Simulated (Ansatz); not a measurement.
Consider the ligand exchange at the Si–O bond: `[SiH3]O[AsH2]` + `F[SiH2]N[SiH3]` → `F[SiH2]N([SiH3])[SiH3]` + `O[AsH2]`.

Isolated molecules relaxed with PBE0-D4/def2-TZVP in Ansatz; ΔE leaves out vibrations. CBS: MP2 limit from def2 TZ/QZ plus the TZ coupled-cluster correction, frozen cores. This one scheme is used for every species. Functionals use def2-TZVPP. For As outer-core shells are correlated without core-valence functions, which leaves a few kJ/mol of doubt a bond. Scalar relativity is left out up to krypton. Each species was taken in one conformer, which may not be the lowest.

`[SiH3]O[AsH2]`:

Cartesian coordinates in Å:
```
Si 0.383 1.246 -0.267
O 0.406 -0.322 0.225
As -0.982 -1.462 0.161
H -0.646 2.027 0.474
H 0.084 1.350 -1.722
H 1.729 1.802 0.009
H -0.193 -2.621 -0.449
H -0.779 -2.020 1.568
```

`F[SiH2]N[SiH3]`:

Cartesian coordinates in Å:
```
F 1.884 1.696 0.338
Si 0.340 1.501 -0.042
N -0.305 0.042 0.563
Si -0.295 -1.522 -0.183
H -0.377 2.643 0.569
H 0.272 1.477 -1.518
H -0.646 0.077 1.514
H 0.564 -2.486 0.555
H 0.232 -1.336 -1.557
H -1.668 -2.092 -0.240
```

`F[SiH2]N([SiH3])[SiH3]`:

```xyz
13

F    -1.300   -0.737   -2.283
Si   -0.755    0.525   -1.467
N     0.011    0.039   -0.013
Si   -0.833    0.187    1.506
Si    1.605   -0.664   -0.021
H     0.195    1.216   -2.364
H    -1.927    1.361   -1.114
H    -0.894    1.600    1.960
H    -2.219   -0.334    1.385
H    -0.080   -0.610    2.510
H     1.568   -2.083    0.416
H     2.124   -0.584   -1.410
H     2.505    0.084    0.896
```

`O[AsH2]`:

```xyz
5

O    -0.483   -0.983    0.190
As   -0.040    0.754    0.009
H    -1.382   -1.022    0.523
H     1.335    0.634    0.662
H     0.571    0.616   -1.384
```

```
          level  ΔE (kJ/mol)
         PBE-D4         32.9
      revPBE-D4         29.8
     r2SCAN0-D4         38.7
         B2PLYP         46.0
            PBE         38.1
        r2SCANh         39.9
  CCSD/def2-SVP         39.8
CCSD/def2-TZVPP         41.5
```

What does CCSD(T)/CBS give? (An estimate is asked.)

Ansatz gave: +38.3 kJ/mol. The listed levels differ from it by -5.4, -8.5, 0.4, 7.7, -0.2, 1.6, 1.5, 3.2 kJ/mol.

Largest T1 diagnostic among the species: 0.012.

Leaving LDA and LC-ωPBE aside and taking each functional with its dispersion term where it has one, the values spread over 16.3 kJ/mol, from revPBE-D4 to B2PLYP. LDA lies −4.5 kJ/mol from PBE without D4. In def2-TZVPP, CCSD(T) changes the Hartree–Fock value by −18.3 kJ/mol (the triples alone add −2.7 kJ/mol) and MP2 by −18.4 kJ/mol. The D4 term adds −8.3 kJ/mol with B3LYP and −4.6 kJ/mol with PBE0; it sums over pairs of atoms, weighted by their polarisabilities, and B3LYP, whose exchange is more repulsive, gets the larger term.

B3LYP here is the variant with VWN-RPA as its local correlation; programs differ in this.
